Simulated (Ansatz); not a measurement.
Gas-phase electronic energies from Ansatz, PBE0-D4/def2-TZVP geometries. CBS: MP2 limit from def2 TZ/QZ plus the TZ coupled-cluster correction, frozen cores. This one scheme is used for every species, atoms too. Functionals use def2-TZVPP. B3LYP here is the variant with VWN-RPA as its local correlation; programs differ in this. HSE06 is defined as in plane-wave codes. Open shells (•) are unrestricted, without spin–orbit coupling. Spin–orbit coupling would lower the free atoms: a little for C, Cl, O; clearly for Ge, Se. For Ge, Se outer-core shells are correlated without core-valence functions, so the limit isn't a true one: a few kJ/mol of doubt a bond, and 10 to 20 or more in all where bonds break to atoms. Scalar relativity is left out up to krypton. Each species was taken in one conformer, which may not be the lowest.

Consider the atomization: `C[O][Ge]([CH3])([Cl])[Se]C` → 3 C• + Cl• + Ge• + 9 H• + O• + Se•.

| level | ΔE (kcal/mol) | difference from CCSD(T)/CBS |
| --- | --- | --- |
| PBE-D4 | 1404.3 | 19.8 |
| revPBE-D4 | 1370.7 | -13.8 |
| BLYP-D4 | 1371.2 | -13.3 |
| r2SCAN-D4 | 1386.2 | 1.7 |
| B97M-V | 1384.3 | -0.2 |
| PBE0-D4 | 1383.1 | -1.4 |
| B3LYP-D4 | 1375.5 | -9.0 |
| r2SCANh-D4 | 1378.1 | -6.4 |
| r2SCAN0-D4 | 1366.7 | -17.8 |
| HSE06-D4 | 1383.9 | -0.6 |
| BHLYP-D4 | 1340.4 | -44.1 |
| CAM-B3LYP-D4 | 1379.6 | -4.9 |
| ωB97X-V | 1384.4 | -0.1 |
| ωB97M-V | 1379.2 | -5.3 |
| B2PLYP | 1362.0 | -22.5 |
| PBE-QIDH | 1375.6 | -8.9 |
| PBE | 1393.3 | 8.8 |
| revPBE | 1341.9 | -42.6 |
| BLYP | 1347.9 | -36.6 |
| r2SCAN | 1383.4 | -1.1 |
| PBE0 | 1373.6 | -10.9 |
| B3LYP | 1357.7 | -26.8 |
| r2SCANh | 1375.1 | -9.4 |
| r2SCAN0 | 1363.3 | -21.2 |
| HSE06 | 1374.9 | -9.6 |
| BHLYP | 1325.7 | -58.8 |
| CAM-B3LYP | 1369.6 | -14.9 |
| LC-ωPBE | 1367.3 | -17.2 |
| HF/def2-SVP | 1009.6 | -374.9 |
| MP2/def2-SVP | 1317.2 | -67.3 |
| CCSD/def2-SVP | 1288.0 | -96.5 |
| CCSD(T)/def2-SVP | 1302.5 | -82.0 |
| HF/def2-TZVPP | 1003.5 | -381.0 |
| SCS-MP2/def2-TZVPP | 1362.7 | -21.8 |
| CCSD(T)/def2-TZVPP | 1351.9 | -32.6 |
| MP2/def2-QZVPP | 1391.5 | 7.0 |
| SCS-MP2/def2-QZVPP | 1384.1 | -0.4 |
| HF/CBS(def2) | 1004.0 | -380.5 |
| MP2/CBS(def2) | 1405.3 | 20.8 |
| CCSD/CBS(def2) | 1362.8 | -21.7 |
| CCSD(T)/CBS | 1384.5 | 0 |

Largest T1 diagnostic among the species: 0.010.

From PBE to PBE0 (25 % exact exchange), in def2-TZVPP and without D4, ΔE moves by −19.7 kcal/mol: exact exchange takes away binding that semilocal exchange gives to molecules. In def2-TZVPP, CCSD(T) changes the Hartree–Fock value by +348.4 kcal/mol (the triples alone add +21.8 kcal/mol) and MP2 by +369.2 kcal/mol; breaking electron pairs costs correlation energy, which Hartree–Fock lacks. The D4 term adds +17.7 kcal/mol with B3LYP and +9.6 kcal/mol with PBE0; it sums over pairs of atoms, weighted by their polarisabilities, and B3LYP, whose exchange is more repulsive, gets the larger term.

For atomizations the MP2-based limit and the directly extrapolated one differ by several kJ/mol either way, and by 10 to 25 for some Ge, Se and Sn compounds, so smaller differences from it don't rank the levels.
